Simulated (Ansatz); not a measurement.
Geometry optimisation, RKS PBE/def2-mTZVP (Ansatz).

Input:

```yaml
crystal:
  periodic: [false, false, false]
  atoms:
    - { symbol: Ge, position_ang: [-0.929284, 0.128552, 0.959615] }
    - { symbol: O, position_ang: [1.574632, -0.098006, -0.937925] }
    - { symbol: S, position_ang: [-1.541649, -1.455612, -0.203569] }
    - { symbol: H, position_ang: [0.860541, -0.743718, -1.107801] }
    - { symbol: H, position_ang: [-1.19225, 1.617867, 0.598196] }
    - { symbol: H, position_ang: [-0.220433, -0.014606, 2.334591] }
    - { symbol: H, position_ang: [1.448442, 0.565422, -1.643108] }
basis:
  gaussian: { orbitals: def2-mTZVP }
hamiltonian:
  xc: pbe
relax:
  f_tol: 0.03
  max_steps: 50
```

Launched with:

```bash
$ ansatz run input.yaml --threads 2 --pin off --max-ram 3072MiB --backend cpu --events-out ev --progress --plain --runs-dir out
```

Task: Where does it end, and by what steps?

Result: The run converged. After 7 steps the energy has fallen by 0.303 eV; O2 moved furthest, 0.55 Å.

```
step  energy less start (eV)  largest force component (eV/Å)  accepted
   0                  0.0000                           0.211       yes
   1                 -0.0300                           1.301       yes
   2                 -0.1793                           0.588       yes
   3                 -0.2750                           0.330       yes
   4                 -0.2655                           0.462        no
   5                 -0.2965                           0.153       yes
   6                 -0.3023                           0.102       yes
   7                 -0.3032                           0.013       yes
```

```xyz
7
Properties=species:S:1:pos:R:3
Ge -0.682 0.084 0.685
O 1.186 -0.015 -0.557
S -1.648 -1.509 -0.237
H 0.856 -0.820 -1.027
H -0.954 1.582 0.335
H 0.079 -0.012 2.037
H 1.163 0.691 -1.237
```

Whether the end is a true minimum wasn't checked by a vibrational analysis.

Time of the run: 7.8 s on 2 threads of AMD EPYC 9R14 (Zen 4), on a shared host, peak memory 0.17 GiB.
